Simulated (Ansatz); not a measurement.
Compare A (`CS[SiH]1CC1`) with its isomer B (`C=C[SiH](C)S`).

Gas-phase electronic energies from Ansatz, PBE0-D4/def2-TZVP geometries. CBS: MP2 limit from def2 TZ/QZ plus the TZ coupled-cluster correction, frozen cores. Functionals use def2-TZVPP. One conformer a species, not always the lowest.

(1) Which is lower in electronic energy at CCSD(T)/CBS, and by how much? (Best estimate.)

(2) Give E(B) − E(A) in kJ/mol with CCSD(T)/def2-SVP, HF/def2-TZVPP, CCSD(T)/def2-TZVPP, PBE0-D4, ωB97M-V, BLYP-D4, PBE-D4. (An estimate is asked.)

(3) Does the order hold for the free energy at 298.15 K (harmonic terms from PBE0-D4)? (An estimate is asked.)

Largest T1 diagnostic: 0.011.

## Answers

(1) The calculation gave: B, by 99.7 kJ/mol.

(2) The calculation gave: CCSD(T)/def2-SVP -103.2, HF/def2-TZVPP -127.5, CCSD(T)/def2-TZVPP -101.2, PBE0-D4 -79.6, ωB97M-V -93.5, BLYP-D4 -103.7, PBE-D4 -77.9. None reverses the order clearly.

(3) The calculation gave: Yes: G(B) − G(A) = -109.8 kJ/mol, for one conformer each. Modes under 60 cm⁻¹, often nearly free rotors, make the harmonic entropy too high.

From BLYP to BHLYP (50 % exact exchange), in def2-TZVPP and without D4, E(B) − E(A) moves by −3.4 kJ/mol. At CCSD(T), def2-SVP lies −3.5 kJ/mol from the extrapolated value and def2-TZVPP −1.5 kJ/mol.
